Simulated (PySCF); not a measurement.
## Working out the ionisation energy of Br⁺

Br⁺ [Ar] 3d10 4s2 4p4 (3P) → Br²⁺ [Ar] 3d10 4s2 4p3 (4S). Calculation: PySCF 2.14, in pcseg-2 (6s5p3d1f, 43 functions); no relativity, point nucleus. Frozen: [Ar] 3d10. Energies in hartree (1 hartree = 27.21139 eV):

| part | Br⁺ (lower) | Br²⁺ (upper) |
| --- | --- | --- |
| UHF | -2572.021900 | -2571.276770 |
| CCSD correlation | -0.122864 | -0.093769 |
| (T) | -0.003244 | -0.002364 |

What does Hartree-Fock give?

(-2571.276770) − (-2572.021900) = 0.745130 hartree = 20.276 eV.

What do CCSD and CCSD(T) give?

The CCSD correlation energies differ by 0.029095 hartree = 0.792 eV and the triples by 0.000880 hartree = 0.024 eV, so CCSD gives 21.068 eV and CCSD(T) 21.092 eV.

Measured between the centres of the two terms (NIST): 21.409 eV, so CCSD(T) (valence) is off by -0.317 eV.

The calculation is non-relativistic.

What remains against the reference includes basis incompleteness, the frozen core and higher excitations.
